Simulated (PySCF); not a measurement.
2-bromoprop-1-ene (C3H5Br), SMILES CC(Br)=C. Geometry: PBE-D3(BJ)/def2-SVP.

Calculation: PBE-D3(BJ)/def2-SVP (PySCF).

Harmonic wavenumbers (cm⁻¹): 202, 299, 347, 420, 543, 667, 852, 903, 966, 1014, 1135, 1327, 1357, 1386, 1404, 1663, 2970, 3052, 3075, 3083, 3193. Rotational constants (GHz): 9.125, 3.081, 2.338; symmetry number 1.

### Question
Work out the zero-point energy and the ideal-gas rigid-rotor harmonic-oscillator thermochemistry at 298.15 K and 1 atm.

### Answer
ZPE = ½ Σ hcν = ½ × 29858 cm⁻¹ = 178.59 kJ/mol. H − E(el) = 194.30 kJ/mol. Entropy in J/(mol K): translation 168.56, rotation 108.76, vibration 29.95, total 307.27. G − E(el) = 102.69 kJ/mol. Cp = 80.03 J/(mol K).
